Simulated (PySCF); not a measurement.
Bonds broken one at a time in the series Si Br-H. Gas-phase values, no solvent. Strings in code marks are SMILES.

The four lowest singlet excitations (Tamm–Dancoff). Method: B3LYP-D3(BJ)/def2-TZVP (PySCF). B3LYP has the VWN-RPA correlation part, as in Gaussian. Excitations are Tamm–Dancoff values on a coarser integration grid. The basis has no diffuse functions, so Rydberg states are missing or too high.

```csv
state,energy (eV),wavelength (nm),oscillator strength
S1,5.36,231,0.000
S2,5.36,231,0.000
S3,5.36,231,0.000
S4,6.17,201,0.050
```

Question: Say which member gives these states.
A) `Br[SiH](Br)Br`
B) `Br[Si](Br)(Br)Br`
C) `Br[SiH2]Br`

Answer: B, `Br[Si](Br)(Br)Br`
